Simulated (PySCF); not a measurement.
Si(H)2(NH2)2 (H6N2Si), SMILES N[SiH2]N. Atoms are numbered in the order given.

```xyz
9

Si     0.0000     0.0000    -0.4989
N      1.3883     0.0049     0.5011
N     -1.3883    -0.0049     0.5011
H     -0.2108     1.1876    -1.3776
H      0.2108    -1.1876    -1.3776
H      1.5494     0.7347     1.1755
H      2.2459    -0.4164     0.1864
H     -2.2459     0.4164     0.1864
H     -1.5494    -0.7347     1.1755
```
Charge 0, spin multiplicity 1.

The structure is a stationary point at PBE0-D3(BJ)/def2-TZVP. One conformer was computed; it need not be the lowest.

Level of theory: PBE0/pcJ-1 (PySCF).

Isotropic couplings with Fermi-contact, spin-dipole and both spin-orbit terms, one fixed conformer, no vibrational averaging. Isotopes: 14N, 1H, 29Si.

```tsv
pair	bonds apart	J (Hz)
Si1–N2	1	?
Si1–N3	1	?
Si1–H4	1	?
Si1–H5	1	?
N2–H6	1	?
N2–H7	1	?
N3–H8	1	?
N3–H9	1	?
Si1–H7	2	-7.1
Si1–H8	2	-7.1
N2–N3	2	2.4
N2–H4	2	?
N2–H5	2	?
N3–H4	2	?
N3–H5	2	?
H4–H5	2	18.1
H6–H7	2	-6.1
H8–H9	2	-6.1
N2–H8	3	2.6
N2–H9	3	-0.4
N3–H6	3	-0.4
N3–H7	3	2.6
H4–H6	3	-1.1
H4–H7	3	-1.4
H4–H8	3	0.5
H4–H9	3	10.8
H5–H6	3	10.8
H5–H7	3	0.5
H5–H8	3	-1.4
H5–H9	3	-1.1
H6–H8	4	-0.6
H7–H8	4	1.1
H7–H9	4	-0.6
```

Task: Some entries are withheld; supply them. (An estimate is asked for; the answer gives what the named calculation found.)

Result: 
- Si1–N2, J (Hz): -15.8
- Si1–N3, J (Hz): -15.8
- Si1–H4, J (Hz): -205.1
- Si1–H5, J (Hz): -205.1
- N2–H6, J (Hz): 55.0
- N2–H7, J (Hz): 55.6
- N3–H8, J (Hz): 55.6
- N3–H9, J (Hz): 55.0
- N2–H4, J (Hz): 1.3
- N2–H5, J (Hz): 8.6
- N3–H4, J (Hz): 8.6
- N3–H5, J (Hz): 1.3
